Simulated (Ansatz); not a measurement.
A made-up structure of CH3GaO, closed shell:

O1  (0.217, -1.481, 0.745)
C2  (-0.405, -0.758, -0.096)
Ga3  (0.256, 0.732, -0.033)
H4  (-1.228, -0.980, -0.772)
H5  (1.549, 0.857, -0.975)
H6  (-0.389, 1.629, 1.131)
(Å)

It is relaxed with PBE-D4/def2-SVP and then PBE0-D4/def2-TZVP (Ansatz 0.2.0). Atoms count as bonded within 1.22 times the sum of their covalent radii (H–H: 0.88 Å). The end point is not checked to be a true minimum.

**Question.** Does its bonding change? (A judgement: the text doesn't fix the answer.)

**Answer.** By the calculation: No: no bond forms or breaks.

Where it ends: The first stage lowers the energy by 2.04 eV in 6 steps. It ends as CH₃GaO ([O][CH][GaH2]):
```
atom    x (Å)    y (Å)    z (Å)
  O1   0.0394  -1.7120   0.6589
  C2  -0.4909  -0.9404  -0.1081
 Ga3   0.3406   0.8912  -0.0128
  H4  -1.3318  -1.3030  -0.7455
  H5   1.6205   1.1747  -0.8694
  H6  -0.1777   1.8895   1.0769
```

Labels in which every atom is bracketed show which atoms are joined, not bond orders.

For scale, one of the runs: PBE0-D4/def2-TZVP relaxation, 128 basis functions, launched by `ansatz run in.yaml --threads 2 --pin off --events-out ev --progress --plain --max-ram 4352MiB`. The run took about 25 s on 2 CPU threads of an Arm Neoverse V1 (shared host).
